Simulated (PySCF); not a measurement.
NMR data simulated for an unnamed compound:

1H NMR (400 MHz, computed): δ 4.78 (m, 1H), 2.34 (s, 3H), 1.38 (m, 2H), 0.48 (m, 3H).

13C{1H} NMR (computed): δ 187.2 (C), 111.5 (C), 101.8 (C), 36.6 (CH3), -1.6 (CH3).

Theoretical values (PySCF 2.14.0 with density-fitted response routines): GIAO PBE0/pcSseg-1 shieldings, structure optimised with GFN2-xTB. No solvent, no relativistic terms, a single conformation, averaged over atoms made equivalent by symmetry, fast rotation or ring inversion.

Chemical shifts δ = σref − σ; 1H and 13C against TMS, all at this level.

Which of these does the molecule contain: an ester, a non-aromatic C=C double bond, a C≡C triple bond, a ketone, a benzene ring, a Si–CH3 group?

Answers


- An ester: no.
- A non-aromatic C=C double bond: no.
- A C≡C triple bond: yes (δC 111.5, 101.8).
- A ketone: yes (δC 187.2).
- A benzene ring: no.
- A Si–CH3 group: yes (δC -1.6; δH 0.48 (m)).

The data belong to SMILES CC(=O)C#C[Si@@H](C)P, C5H9OPSi; they needn't prove each group on their own.

Carbon signals by region: 1 in the far downfield region (above 160 ppm), 2 in the sp2 and nitrile region (100–160 ppm), 2 below 50 ppm. Above 160 ppm: 187.2, carbonyl carbon of an ynone.

Splittings by 31P in the carbon and heteronuclear signals aren't shown, as no couplings were computed. Shifts are as computed. Against solution values, carbons near 30 ppm lie about +3 ppm off and those near 130 ppm about +5 ppm. Of 1309 compounds with measured shifts, 239 miss one by over three times the rms of a fit or turn the order of signals round; such compounds aren't used in these exercises. No couplings were computed; multiplicities are counted from neighbouring protons, with m where these are inequivalent, close in shift, in a saturated or five-membered ring or joined by F or P, and br s for small geminal =CH2 splittings.
